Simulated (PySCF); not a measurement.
**Cd⁺: excitation energy**

Cd⁺ [Kr] 4d10 5s1 (2S) → Cd⁺ [Kr] 4d10 5p1 (2P), as a difference of total energies. Computed with PySCF 2.14 in aug-cc-pVDZ-PP with ECP28MDF (5s5p4d2f, 54 functions), with scalar relativity through the core potential. Correlated levels: valence: 4s2 4p6 frozen. The calculations carry no spin-orbit coupling.

```
       method  excitation energy (cm⁻¹)
          UHF                     41126
          LDA                     46528
          PBE                     45044
         PBE0                     44339
         MN15                     45327
       revPBE                     44532
        HSE06                     44392
       M06-2X                     43472
MP2 (valence)                     44903
```

Task: Estimate what SCS-MP2 (valence) gives.

Result: 44482 cm⁻¹, closest to revPBE among the rows shown.

Task: Estimate what r2SCAN gives.

Result: 44725 cm⁻¹, closest to MP2 (valence) among the rows shown.

Errors of the correlated levels include the incompleteness of this basis and the frozen core.

For comparison: 45791 cm⁻¹ (measured; NIST levels, between the centres of gravity of the two terms).
